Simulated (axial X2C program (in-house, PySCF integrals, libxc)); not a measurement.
Levels of HfS⁺ by electron attachment to HfS²⁺ (EOM-EA-CCSD)

Calculated with an axial X2C code built on PySCF integrals: two-component X2C with atomic mean-field Coulomb and Gaunt terms, Gaussian nuclei, basis Hf dyall-acv3z, S dyall-av3z with contracted cores.

R = 2.118 Å (near the PBE0 minimum at charge 1 of the determinant lowest at the starting distance; the state shown can have its own minimum elsewhere).

Levels of HfS⁺ obtained by attaching an electron to HfS²⁺:

```tsv
Ω	binding energy (eV)	above lowest (cm⁻¹)	attached spinor	one-particle weight
1/2	13.660	0	51% Hf sσ, 28% Hf dσ, 10% S pσ	0.96
3/2	12.782	7089	96% Hf dδ	0.95
5/2	12.471	9595	96% Hf dδ	0.95
1/2	11.516	17294	45% Hf dπ, 26% Hf pπ, 14% S pπ	0.95
3/2	11.198	19862	50% Hf dπ, 24% Hf pπ, 17% S pπ	0.95
1/2	10.651	24273	43% Hf pσ, 30% Hf dσ, 8% S pσ	0.96
1/2	8.610	40734	47% Hf pπ, 15% S dπ, 14% S pπ	0.95
3/2	8.350	42835	51% Hf pπ, 14% S dπ, 13% S pπ	0.96
```

Q: What is the splitting of the first π pair in the table, and is it regular or inverted?

A: E(3/2) − E(1/2) = 19862 − 17294 = 2568 cm⁻¹ at EOM-EA-CCSD: regular, Ω = 1/2 lower. Splittings at this level can be off by ten to twenty per cent.

This point took 28 s on 1 thread of Arm Neoverse V2, on a shared host.

Reference electrons by ω block (each with its −ω partner): 1/2: 26, 3/2: 12, 5/2: 4, 7/2: 1. 16 electrons of HfS²⁺ correlated (inner shells frozen), 88 natural virtual spinors (a truncated set); levels can be off by some tenths of an eV. Roots sought by Ω: (1/2: 5, 3/2: 4, 5/2: 2, 7/2: 1); the list ends where they run out and leaves out roots under 60 % one-particle weight. The solver can skip a root, and states that need a further excitation, which the method places far too high, are missing though they may lie low or lowest. T1 of the reference 0.025 (Lee–Taylor). The reference was not checked to be the lowest state of its species. Number of frozen shells: Hf 4 s, 3 p, 2 d, 1 f; S 2 s, 1 p.
